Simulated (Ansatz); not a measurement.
One change: `C[N](C)[In]([N](C)C)[N](C)C` becomes `CN(C)B(N(C)C)N(C)C`.

Ansatz, PBE0-D4/def2-TZVP geometries, multiplicity 1. Each molecule was computed in one conformer, which needn't be the lowest.

Elements past krypton have def2 core potentials.

```json
{"property": "HOMO–LUMO gap (ωB97M-V/def2-TZVPP) / eV", "`C[N](C)[In]([N](C)C)[N](C)C`": "8.70"}
{"property": "HOMO energy (PBE/def2-TZVPP) / eV", "`C[N](C)[In]([N](C)C)[N](C)C`": "-4.39"}
{"property": "HOMO energy (PBE0/def2-TZVPP) / eV", "`C[N](C)[In]([N](C)C)[N](C)C`": "-5.63"}
{"property": "HOMO–LUMO gap (PBE0/def2-TZVPP) / eV", "`C[N](C)[In]([N](C)C)[N](C)C`": "4.96"}
{"property": "HOMO–LUMO gap (PBE/def2-TZVPP) / eV", "`C[N](C)[In]([N](C)C)[N](C)C`": "2.85"}
{"property": "HOMO energy (ωB97M-V/def2-TZVPP) / eV", "`C[N](C)[In]([N](C)C)[N](C)C`": "-7.92"}
```

(1) What does the change do to each property? (Estimate.)

Results:

(1) The calculation gave: 
```json
{"property": "HOMO–LUMO gap (ωB97M-V/def2-TZVPP) / eV", "`CN(C)B(N(C)C)N(C)C`": "10.29", "shift": "1.59"}
{"property": "HOMO energy (PBE/def2-TZVPP) / eV", "`CN(C)B(N(C)C)N(C)C`": "-4.57", "shift": "-0.18"}
{"property": "HOMO energy (PBE0/def2-TZVPP) / eV", "`CN(C)B(N(C)C)N(C)C`": "-5.83", "shift": "-0.20"}
{"property": "HOMO–LUMO gap (PBE0/def2-TZVPP) / eV", "`CN(C)B(N(C)C)N(C)C`": "6.68", "shift": "1.72"}
{"property": "HOMO–LUMO gap (PBE/def2-TZVPP) / eV", "`CN(C)B(N(C)C)N(C)C`": "4.65", "shift": "1.80"}
{"property": "HOMO energy (ωB97M-V/def2-TZVPP) / eV", "`CN(C)B(N(C)C)N(C)C`": "-8.11", "shift": "-0.19"}
```

With PBE0 the HOMO falls by 0.20 eV and the LUMO rises by 1.52 eV, so the gap widens by about 1.72 eV. PBE moves the HOMO by -0.18 eV and ωB97M-V by -0.19 eV.
